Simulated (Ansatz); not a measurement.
`[NH2][Zr]([NH2])([Cl])[Cl]` + H–F → `[NH2][Zr]([F])([Cl])[Cl]` + NH₃ at 700 K and 1 bar (ligand exchange at a Zr–N bond).

Program: Ansatz. Geometries: PBE0-D4/def2-TZVP. ΔE: electronic, gas phase. CBS: MP2 limit from def2 TZ/QZ plus the TZ coupled-cluster correction, frozen cores. This one scheme is used for every species. def2 core potentials past Kr. For Zr outer-core shells are correlated without core-valence functions, which leaves a few kJ/mol of doubt a bond. Each species was taken in one conformer, which may not be the lowest.

```tsv
species	CCSD(T)/CBS energy (Eh)	H − E (kJ/mol)	S (J/(mol·K))
`[NH2][Zr]([NH2])([Cl])[Cl]`	-1078.59924	221.5	524.2
H–F	-100.39570	45.2	198.5
`[NH2][Zr]([F])([Cl])[Cl]`	-1122.52613	149.9	491.6
NH₃	-56.50880	116.9	226.5
```

H − E and S are ideal-gas, rigid-rotor, harmonic terms from PBE0-D4/def2-TZVP, for one conformer and one mirror image of each species. 1 Eh = 2625.50 kJ/mol, R = 8.31446 J/(mol·K).

Q: By hand: ΔE, ΔH, ΔS and ΔG.

A: ΔE = (-1122.52613) + (-56.50880) − (-1078.59924) − (-100.39570) = -0.03999 Eh = -105.0 kJ/mol. Δ(H − E) = 149.9 + 116.9 − 221.5 − 45.2 = 0.1, so ΔH = -104.9 kJ/mol. ΔS = 491.6 + 226.5 − 524.2 − 198.5 = -4.6 J/(mol·K). ΔG = -104.9 − 700 × (-4.6)/1000 = -101.7 kJ/mol.

Q: By hand: the equilibrium constant, and the temperature at which ΔG would vanish if ΔH and ΔS stayed fixed.

A: log₁₀ K = −ΔG/(RT ln 10) = 7.6. ΔG = 0 at ΔH/ΔS = 22804 K, far beyond where these terms or the molecules hold.

The number of gas molecules stays the same, so ΔS is small and ΔH decides. A doubt of 5 kJ/mol in ΔE shifts log₁₀ K by 0.4 here. Other conformers and mirror images would add mixing entropy, several J/(mol·K) or more a flexible species. These are equilibria of isolated gas molecules and say nothing of rates. Largest T1 diagnostic: 0.016 (customary marks: 0.02 for closed shells, 0.045 for open ones).
